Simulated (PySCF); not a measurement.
## C₆ coefficients of unlike pairs at PBE0

Calculated with PySCF 2.14 from the dipole response of each species, C₆(A,B) = (3/π) ∫ α_A(iu) α_B(iu) du, in atomic units, from isotropic polarisabilities. For ions this is the dispersion term alone; charge-induced terms of lower order in 1/R come first.

```
species           configuration                                                                                              basis      relativity  α (bohr³)  C₆ (like pair)
   Ru³⁺           [Kr] 4d5 (6S)  aug-cc-pVTZ-PP with one added diffuse shell each of s, p, d, f, g type with ECP28MDF (7s7p6d4f3g)  core potential      4.982           22.63
     Sn  [Kr] 4d10 5s2 5p2 (3P)                                                          aug-cc-pwCVDZ-PP with ECP28MDF (6s5p4d1f)  core potential      57.27           627.4
   Al²⁺           [Ne] 3s1 (2S)                                                                            dyall-av3z (19s12p3d2f)            none      14.14           37.99
    Mg⁺           [Ne] 3s1 (2S)                                                                           dyall-acv3z (20s13p7d4f)            none      35.23           155.3
```

Estimate C₆ for Al²⁺ with Sn.

The integral gives 154.0. The combination rule 2 C_A C_B / (C_A α_B/α_A + C_B α_A/α_B) gives 154.4 and the geometric mean 154.4.

No spin-orbit coupling is included.

The other pairs:

| pair | C₆ |
| --- | --- |
| Mg⁺, Sn | 304.1 |
| Al²⁺, Ru³⁺ | 22.33 |
| Mg⁺, Al²⁺ | 75.29 |
| Mg⁺, Ru³⁺ | 40.17 |
| Sn, Ru³⁺ | 95.43 |
